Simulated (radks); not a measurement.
Problem. Species: Ir20+. Configuration: [Kr] 4d10 4f11 (the NIST ground configuration). Calculated with a radial shooting solver on a logarithmic mesh with Libxc functionals: Dirac Kohn-Sham, BLYP, spin-unpolarised, spherical densities, finite nucleus; open shells fill j = l - 1/2 first; Fermi nuclear charge, rms radius 5.4032 fm. Some entries of the table are withheld. Estimate them.

| orbital | occ. | eigenvalue (hartree) | <r^2> (bohr^2) | <1/r> (bohr^-1) |
|---|---|---|---|---|
| 1s1/2 | 2 | -2811.577 | 0.0004197 | 92.14 |
| 2s1/2 | 2 | (1) | 0.006359 | 22.56 |
| 2p1/2 | 2 | (2) | 0.004515 | 22.53 |
| 2p3/2 | 4 | (3) | 0.005707 | 18.59 |
| 3s1/2 | 2 | (4) | 0.04132 | 8.290 |
| 3p1/2 | 2 | -123.5654 | 0.03775 | 8.207 |
| 3p3/2 | 4 | -110.4372 | 0.04420 | 7.184 |
| 3d3/2 | 4 | -95.11151 | (5) | 7.080 |
| 3d5/2 | 6 | -92.27181 | (6) | 6.843 |
| 4s1/2 | 2 | -42.24911 | 0.1970 | 3.547 |
| 4p1/2 | 2 | -38.35996 | 0.2004 | 3.445 |
| 4p3/2 | 4 | -35.13328 | 0.2306 | 3.097 |
| 4d3/2 | 4 | -28.72065 | (7) | (8) |
| 4d5/2 | 6 | -28.10142 | (9) | (10) |
| 4f5/2 | 6 | -19.87890 | 0.2599 | 2.540 |
| 4f7/2 | 5 | -19.73891 | 0.2648 | 2.512 |

Solution. 
(1) 2s1/2 eigenvalue (hartree): -506.9528
(2) 2p1/2 eigenvalue (hartree): -486.6019
(3) 2p3/2 eigenvalue (hartree): -426.7505
(4) 3s1/2 eigenvalue (hartree): -132.7143
(5) 3d3/2 <r^2> (bohr^2): 0.03402
(6) 3d5/2 <r^2> (bohr^2): 0.03578
(7) 4d3/2 <r^2> (bohr^2): 0.2390
(8) 4d3/2 <1/r> (bohr^-1): 2.915
(9) 4d5/2 <r^2> (bohr^2): 0.2489
(10) 4d5/2 <1/r> (bohr^-1): 2.835
